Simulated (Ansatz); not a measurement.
Ansatz (a first-principles code) input:

Ansatz 0.2 input:
```yaml
crystal:
  periodic: [false, false, false]
  atoms:
    - {symbol: Hg, position_ang: [-0.00000000, -0.00000000, -1.13030743]}
    - {symbol: I, position_ang: [0.00000000, 0.00000000, 1.70612442]}
basis:
  gaussian:
    orbitals: def2-SVPD
magnetization: {spin_polarized: true, initial_magnetization: 1}
correlation: {method: ccsd_t, electrons: outside_noble_gas}
output: {forces: true}
```

**Question.** Predict the final energy.

**Answer.** -449.60275 Eh (CCSD(T)/def2-SVPD). The basis has 70 functions.

The spin state was set by rule; other spins were not relaxed.
